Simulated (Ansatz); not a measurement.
`[CH3][Sb]([CH3])[SH]` → 2 C• + 7 H• + S• + Sb•  (atomization)

Gas-phase electronic energies from Ansatz, PBE0-D4/def2-TZVP geometries. CBS: MP2 limit from def2 TZ/QZ plus the TZ coupled-cluster correction, frozen cores. This one scheme is used for every species, atoms too. Functionals use def2-TZVPP. B3LYP here is the variant with VWN-RPA as its local correlation; programs differ in this. No spin–orbit coupling; open shells (•) take unrestricted orbitals. Spin–orbit coupling would lower the free atoms: a little for C, S. def2 core potentials past Kr. Bonds to Sb are less sure, by a few kJ/mol each and by 10 to 20 or more in all where they break to atoms, as the def2 sets lack core-valence functions. One conformer a species, not always the lowest.

`[CH3][Sb]([CH3])[SH]`:

```xyz
11

C     1.024   -1.327   -0.230
Sb   -0.936   -0.556    0.213
C    -0.188    1.238    1.137
S    -1.267    0.452   -1.977
H     1.504   -1.640    0.700
H     1.626   -0.557   -0.710
H     0.932   -2.186   -0.895
H     0.559    1.703    0.494
H    -1.012    1.932    1.298
H     0.264    0.985    2.098
H    -2.505   -0.044   -2.129
```

CCSD(T)/CBS gives +882.7 kcal/mol.

Problem. Another level gave +843.4 kcal/mol. Which?
A. PBE0-D4/def2-TZVPP
B. PBE/def2-TZVPP
C. B3LYP/def2-TZVPP
D. CCSD/def2-TZVPP

Solution. D. CCSD/def2-TZVPP 843.4, PBE0-D4 880.0, PBE 886.8, B3LYP 871.7 kcal/mol.

Largest T1 diagnostic among the species: 0.012.

In def2-TZVPP, CCSD(T) changes the Hartree–Fock value by +225.2 kcal/mol (the triples alone add +13.2 kcal/mol) and MP2 by +226.1 kcal/mol; breaking electron pairs costs correlation energy, which Hartree–Fock lacks. The D4 term adds +10.3 kcal/mol with B3LYP and +5.4 kcal/mol with PBE0; it sums over pairs of atoms, weighted by their polarisabilities, and B3LYP, whose exchange is more repulsive, gets the larger term. From PBE to PBE0 (25 % exact exchange), in def2-TZVPP and without D4, ΔE moves by −12.2 kcal/mol: exact exchange takes away binding that semilocal exchange gives to molecules.

For atomizations the MP2-based limit and the directly extrapolated one differ by several kJ/mol either way, and by 10 to 25 for some Ge, Se and Sn compounds, so smaller differences from it don't rank the levels.
